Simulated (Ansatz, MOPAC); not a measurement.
Donor–acceptor adduct: BF3 (SMILES FB(F)F) (first 4 atoms) with NH3 (SMILES N); geometry from B3LYP-D3(BJ)/def2-TZVP, rigid monomers moved along the line of their centres of mass till B2···N5 is 2.37 Å.
(charge 0, multiplicity 1):
```xyz
8

F     -1.1275    -0.8354     0.6930
B     -0.0073    -0.0896     0.9619
F      0.0032     1.1489     0.3709
F      1.1730    -0.7806     0.8486
N     -0.1752     0.3818     3.2770
H     -1.0311     0.8954     3.4684
H     -0.1861    -0.4834     3.8104
H      0.6175     0.9423     3.5783
```

Interaction energies are E(AB) − E(A) − E(B) at the monomers' geometry in the complex; basis-set methods are counterpoise corrected.

Frozen-core correlation. The state that PM3, PM6 reach isn't checked.

The values were computed with Ansatz (a quantum-chemistry and plane-wave program); MOPAC for PM3, PM6 (differences of heats of formation). Each number belongs to the level named beside it.

Task: One of these levels gives -117.4 kJ/mol for the interaction energy. Name it.
(A) PM6
(B) SCS-MP2/aug-cc-pVDZ
(C) PM3

Result: C, PM3. The others give -67.4 (PM6), -95.9 (SCS-MP2/aug-cc-pVDZ)
